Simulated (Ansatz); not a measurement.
CH6BFSSi (`C[SiH2]B(F)S`), relaxed with RKS PBE0-D4/def2-TZVP in the Gaussian-basis code of Ansatz from a PBE-D4/def2-SVP geometry. The force threshold is 0.005 eV/Å; the program also tests the step.

Total charge 0; spin multiplicity 1.

Start:

```xyz
11

C    -0.662    1.224    0.610
Si    0.913    0.370   -0.020
B     0.551   -1.522   -0.685
F     1.557   -2.287   -1.134
S    -1.097   -2.288   -0.727
H    -1.418    1.311   -0.197
H    -0.438    2.247    0.972
H    -1.111    0.659    1.452
H     1.943    0.320    1.083
H     1.516    1.179   -1.144
H    -1.755   -1.213   -0.210
```

```json
{"step": "1", "energy (eV)": "-23233.9359", "largest force (eV/Å)": "0.515", "largest move (Å)": "0.000"}
{"step": "2", "energy (eV)": "-23233.9674", "largest force (eV/Å)": "0.218", "largest move (Å)": "0.021"}
{"step": "3", "energy (eV)": "-23233.9689", "largest force (eV/Å)": "0.161", "largest move (Å)": "0.024"}
{"step": "4", "energy (eV)": "-23233.9709", "largest force (eV/Å)": "0.057", "largest move (Å)": "0.025"}
{"step": "5", "energy (eV)": "-23233.9713", "largest force (eV/Å)": "0.030", "largest move (Å)": "0.007"}
{"step": "6", "energy (eV)": "-23233.9713", "largest force (eV/Å)": "0.003", "largest move (Å)": "0.009"}
{"step": "7", "energy (eV)": "-23233.9713", "largest force (eV/Å)": "0.011", "largest move (Å)": "0.006"}
{"step": "8", "energy (eV)": "-23233.9713", "largest force (eV/Å)": "0.015", "largest move (Å)": "0.008"}
{"step": "9", "energy (eV)": "-23233.9713", "largest force (eV/Å)": "0.011", "largest move (Å)": "0.011"}
{"step": "10", "energy (eV)": "-23233.9713", "largest force (eV/Å)": "0.002", "largest move (Å)": "0.004"}
```

End:

```xyz
11

C    -0.654    1.226    0.599
Si    0.902    0.375   -0.012
B     0.542   -1.505   -0.689
F     1.539   -2.249   -1.159
S    -1.082   -2.289   -0.709
H    -1.394    1.315   -0.200
H    -0.428    2.234    0.955
H    -1.105    0.675    1.428
H     1.907    0.298    1.088
H     1.516    1.167   -1.117
H    -1.743   -1.247   -0.181
```

Hardware: 4 threads of an Arm Neoverse V1 on a shared host. Wall time 38 s, peak host memory 0.55 GiB.
